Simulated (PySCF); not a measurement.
CrF₄, SMILES [F][Cr-]([F])([F])[F] (connectivity only; charge and spin as stated), charge -1, multiplicity 4.

Geometry optimised at B3LYP-D3(BJ)/def2-SVPD. The geometry has at least one imaginary mode, so it is a saddle point at that level. The multiplicity is an assumed one; other spin states were not compared.

Two levels are set side by side: PBE/def2-SVPD (PySCF) and B3LYP/def2-SVPD (PySCF). Same geometry, gas phase. Differences are taken from unrounded values.

```tsv
quantity	B3LYP
α-spin orbital gap (eV)	4.00
β-spin orbital gap (eV)	8.26
mean polarisability (bohr³)	38.9
```

Question: What does PBE give, and how far is it from B3LYP? (The exact figures need the calculation; the answer reports its results.)

Answer: 
```
quantity                      PBE  PBE minus B3LYP
---------------------------  ----  ---------------
α-spin orbital gap (eV)      0.88            -3.12
β-spin orbital gap (eV)      5.83            -2.43
mean polarisability (bohr³)  43.1              4.3
```

PBE's more diffuse valence density responds more strongly to a field. Differences between two approximate levels are no errors against the true value.

Rough cost on one machine, each run with all the roots and properties that it gave: B3LYP against PBE within a factor of 2.
